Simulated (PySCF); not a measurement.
Compound: C3H6Ge.
Cartesian coordinates in Å at the PBE0-D3(BJ)/def2-SVP level; atoms count from 1:
```
atom  x, y, z in Å
C1     2.2056   -0.1788   -0.3412
C2     1.0297    0.3445   -0.1017
C3    -0.1606    0.8313    0.1354
Ge4   -1.7320   -0.3114    0.2054
H5     2.8448   -0.5277    0.4763
H6     2.5836   -0.2756   -1.3640
H7    -0.2767    1.9104    0.3013
H8    -1.2970   -1.7622   -0.0547
H9    -2.3990   -0.1993    1.5902
H10   -2.7513    0.1344   -0.8613
```

Jobs on this species (10 atoms, 56 electrons) with PySCF (density fitting). Hardware of each: Arm Neoverse V2, one thread, no GPU, on a shared host. Other jobs ran on the host; a repeat could differ by tens of per cent or more. Peak memory is the resident size of the whole Python process, interpreter and libraries included.

| level and settings | work | basis functions | SCF cycles | wall time | peak memory |
| --- | --- | --- | --- | --- | --- |
| delta-SCF UKS SCAN, pcX-2 on the ionised atom, pcseg-1 elsewhere, spin-free X2C | ΔSCF core ionisation, 3 holes | 130 | ? | ? | ? |
| delta-SCF UKS SCAN, def2-TZVP on the ionised atom, pcseg-1 elsewhere, spin-free X2C | ΔSCF core ionisation, 3 holes | 116 | ? | ? | ? |
| delta-SCF UKS PBE0, pcX-2 on the ionised atom, pcseg-1 elsewhere, spin-free X2C | ΔSCF core ionisation, 3 holes | 130 | 48 | 17 s | 0.49 GiB |
| delta-SCF UKS SCAN, pcX-1 on the ionised atom, pcseg-1 elsewhere, spin-free X2C | ΔSCF core ionisation, 3 holes | 109 | 59 | 12 s | 0.49 GiB |
| delta-SCF UKS HF, pcX-2 on the ionised atom, pcseg-1 elsewhere, spin-free X2C | ΔSCF core ionisation, 3 holes | 130 | 57 | 12 s | 0.49 GiB |
| delta-SCF UKS B3LYP, pcX-2 on the ionised atom, pcseg-1 elsewhere, spin-free X2C | ΔSCF core ionisation, 3 holes | 130 | 48 | 17 s | 0.49 GiB |
| delta-SCF UKS SCAN, pcX-2 on the ionised atom, pcseg-1 elsewhere, non-relativistic | ΔSCF core ionisation, 3 holes | 130 | 60 | 14 s | 0.49 GiB |
| PBE0-D3(BJ)/def2-SVP, grid level 1 | geometry optimisation from a GFN2-xTB start shaken at random | 104 | 42 | 22 s | 0.42 GiB |
| delta-SCF UKS PBE, pcX-2 on the ionised atom, pcseg-1 elsewhere, spin-free X2C | ΔSCF core ionisation, 3 holes | 130 | 50 | 8.3 s | 0.49 GiB |

Question: Fill in the missing figures.

Answer: 
- delta-SCF UKS SCAN, pcX-2 on the ionised atom, pcseg-1 elsewhere, spin-free X2C; ΔSCF core ionisation, 3 holes: 15 s, 0.42 GiB, 60 SCF cycles
- delta-SCF UKS SCAN, def2-TZVP on the ionised atom, pcseg-1 elsewhere, spin-free X2C; ΔSCF core ionisation, 3 holes: 13 s, 0.49 GiB, 59 SCF cycles

Question: What do all jobs in the table cost together?

Answer: About 2.2 min; the longest takes about 17 % of that, and about 2.7 times as long as the shortest.
